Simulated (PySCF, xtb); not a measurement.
Te(Cl)(NMe2) (C2H6ClNTe), SMILES CN(C)[Te]Cl. Other conformers were not sampled.

Harmonic wavenumbers (cm⁻¹) from GFN2-xTB (xtb) at its own minimum, in rising order: 48, 110, 177, 217, 278, 283, 308, 354, 508, 981, 1045, 1082, 1124, 1200, 1229, 1412, 1422, 1470, 1479, 1494, 1502, 2891, 2892, 2965, 2968, 3021, 3022.

Question: What does PBE0-D3(BJ)/def2-SVP (PySCF) give at its own minimum? (Estimate from the structure and the level; the computed values follow.)

Answer: 73, 84, 206, 208, 299, 312, 331, 339, 561, 1002, 1068, 1104, 1146, 1256, 1263, 1416, 1439, 1447, 1460, 1469, 1486, 3007, 3011, 3090, 3093, 3169, 3170. Paired by order, the mean absolute difference is 48 cm⁻¹ and the zero-point energies are 50.7 and 52.2 kcal/mol.
